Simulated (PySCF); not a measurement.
Species: C8H9N.
SMILES with atom numbers: `[H]/[N:2]=[CH:3]/[C@@H:4]1[C@H:5]2[C@H:6]([CH3:7])[C@:8]12[C:9]#[CH:10]` (hydrogens: H1 on N2; H11 on C3; H12 on C4; H13 on C5; H14 on C6; H15, H16, H17 on C7; H18 on C10)

The same species was optimised twice, with GFN2-xTB and with PBE0-D3(BJ)/def2-SVP (PySCF), and the same property calculations (PySCF, gas phase) were run on both structures.

```json
{"coordinate": "C8–C9 (Å)", "GFN2-xTB": "1.397", "PBE0-D3(BJ)/def2-SVP": "1.417", "change": "+0.020"}
{"coordinate": "C9≡C10 (Å)", "GFN2-xTB": "1.201", "PBE0-D3(BJ)/def2-SVP": "1.214", "change": "+0.013"}
{"coordinate": "C3–C4 (Å)", "GFN2-xTB": "1.468", "PBE0-D3(BJ)/def2-SVP": "1.479", "change": "+0.011"}
{"coordinate": "N2=C3 (Å)", "GFN2-xTB": "1.257", "PBE0-D3(BJ)/def2-SVP": "1.268", "change": "+0.011"}
{"coordinate": "C4–C8 (Å)", "GFN2-xTB": "1.520", "PBE0-D3(BJ)/def2-SVP": "1.511", "change": "-0.009"}
{"coordinate": "C4–C5 (Å)", "GFN2-xTB": "1.504", "PBE0-D3(BJ)/def2-SVP": "1.497", "change": "-0.007"}
{"coordinate": "C5–C8 (Å)", "GFN2-xTB": "1.492", "PBE0-D3(BJ)/def2-SVP": "1.485", "change": "-0.007"}
{"coordinate": "C5–C6 (Å)", "GFN2-xTB": "1.497", "PBE0-D3(BJ)/def2-SVP": "1.491", "change": "-0.006"}
{"coordinate": "C6–C7 (Å)", "GFN2-xTB": "1.508", "PBE0-D3(BJ)/def2-SVP": "1.503", "change": "-0.005"}
{"coordinate": "C6–C8 (Å)", "GFN2-xTB": "1.509", "PBE0-D3(BJ)/def2-SVP": "1.507", "change": "-0.002"}
{"coordinate": "C5–C8–C9 (°)", "GFN2-xTB": "136.6", "PBE0-D3(BJ)/def2-SVP": "132.9", "change": "-3.7"}
{"coordinate": "C4–C5–C6 (°)", "GFN2-xTB": "97.2", "PBE0-D3(BJ)/def2-SVP": "99.1", "change": "+1.9"}
{"coordinate": "C6–C8–C9 (°)", "GFN2-xTB": "132.5", "PBE0-D3(BJ)/def2-SVP": "130.7", "change": "-1.8"}
{"coordinate": "C4–C8–C6 (°)", "GFN2-xTB": "96.0", "PBE0-D3(BJ)/def2-SVP": "97.7", "change": "+1.7"}
{"coordinate": "N2–C3–C4 (°)", "GFN2-xTB": "120.1", "PBE0-D3(BJ)/def2-SVP": "121.1", "change": "+1.0"}
{"coordinate": "C3–C4–C5 (°)", "GFN2-xTB": "118.7", "PBE0-D3(BJ)/def2-SVP": "118.1", "change": "-0.6"}
{"coordinate": "C4–C8–C9 (°)", "GFN2-xTB": "131.5", "PBE0-D3(BJ)/def2-SVP": "130.8", "change": "-0.7"}
{"coordinate": "C5–C6–C7 (°)", "GFN2-xTB": "119.3", "PBE0-D3(BJ)/def2-SVP": "119.9", "change": "+0.6"}
{"coordinate": "N2–C3–C4–C5 (°)", "GFN2-xTB": "-147", "PBE0-D3(BJ)/def2-SVP": "-145", "change": "+2"}
```

Rotational constants: A = 2535, B = 1239, C = 887.8 MHz (GFN2-xTB) against A = 2560, B = 1229, C = 885.5 MHz (PBE0-D3(BJ)/def2-SVP). Point groups within 0.08 Å: C1 and C1.

On the GFN2-xTB structure: HOMO (eV) -6.91 [PBE0/pcSseg-1]; LUMO (eV) -0.41 [PBE0/pcSseg-1]; dipole (D) 2.30 [PBE0/pcSseg-1]; GIAO shielding of N2 (ppm) -94.1 [PBE0/pcSseg-1]; GIAO shielding of C3 (ppm) 14.2 [PBE0/pcSseg-1]; GIAO shielding of C4 (ppm) 131.8 [PBE0/pcSseg-1]; GIAO shielding of C5 (ppm) 161.7 [PBE0/pcSseg-1]; GIAO shielding of C6 (ppm) 143.4 [PBE0/pcSseg-1]; GIAO shielding of C7 (ppm) 171.3 [PBE0/pcSseg-1]; GIAO shielding of C8 (ppm) 174.0 [PBE0/pcSseg-1]; GIAO shielding of C9 (ppm) 103.1 [PBE0/pcSseg-1].

What do these properties become on the PBE0-D3(BJ)/def2-SVP structure?

```json
{"property": "HOMO (eV)", "level": "PBE0/pcSseg-1", "on GFN2-xTB": "-6.91", "on PBE0-D3(BJ)/def2-SVP": "-6.87", "change": "+0.04"}
{"property": "LUMO (eV)", "level": "PBE0/pcSseg-1", "on GFN2-xTB": "-0.41", "on PBE0-D3(BJ)/def2-SVP": "-0.49", "change": "-0.08"}
{"property": "dipole (D)", "level": "PBE0/pcSseg-1", "on GFN2-xTB": "2.30", "on PBE0-D3(BJ)/def2-SVP": "2.50", "change": "+0.20"}
{"property": "energy, GFN2-xTB geometry as zero (kcal/mol)", "level": "PBE0/pcSseg-1", "on GFN2-xTB": "0.0", "on PBE0-D3(BJ)/def2-SVP": "-1.3", "change": "-1.3"}
{"property": "GIAO shielding of N2 (ppm)", "level": "PBE0/pcSseg-1", "on GFN2-xTB": "-94.1", "on PBE0-D3(BJ)/def2-SVP": "-96.4", "change": "-2.3"}
{"property": "GIAO shielding of C3 (ppm)", "level": "PBE0/pcSseg-1", "on GFN2-xTB": "14.2", "on PBE0-D3(BJ)/def2-SVP": "8.7", "change": "-5.5"}
{"property": "GIAO shielding of C4 (ppm)", "level": "PBE0/pcSseg-1", "on GFN2-xTB": "131.8", "on PBE0-D3(BJ)/def2-SVP": "131.5", "change": "-0.3"}
{"property": "GIAO shielding of C5 (ppm)", "level": "PBE0/pcSseg-1", "on GFN2-xTB": "161.7", "on PBE0-D3(BJ)/def2-SVP": "161.8", "change": "+0.1"}
{"property": "GIAO shielding of C6 (ppm)", "level": "PBE0/pcSseg-1", "on GFN2-xTB": "143.4", "on PBE0-D3(BJ)/def2-SVP": "141.9", "change": "-1.5"}
{"property": "GIAO shielding of C7 (ppm)", "level": "PBE0/pcSseg-1", "on GFN2-xTB": "171.3", "on PBE0-D3(BJ)/def2-SVP": "169.6", "change": "-1.7"}
{"property": "GIAO shielding of C8 (ppm)", "level": "PBE0/pcSseg-1", "on GFN2-xTB": "174.0", "on PBE0-D3(BJ)/def2-SVP": "174.1", "change": "+0.1"}
{"property": "GIAO shielding of C9 (ppm)", "level": "PBE0/pcSseg-1", "on GFN2-xTB": "103.1", "on PBE0-D3(BJ)/def2-SVP": "101.0", "change": "-2.1"}
```

The heavy atoms differ by 0.038 Å rms after alignment. Among bonds between heavy atoms C8–C9 changes most (+0.020 Å). Changes are differences of the printed values. Neither structure is proved a minimum here.

Shape of the structure used: `[H]/[N:2]=[CH:3]/[C@@H:4]1[C@H:5]2[C@H:6]([CH3:7])[C@:8]12[C:9]#[CH:10]`: N2–C3–C4–C5 -145°.
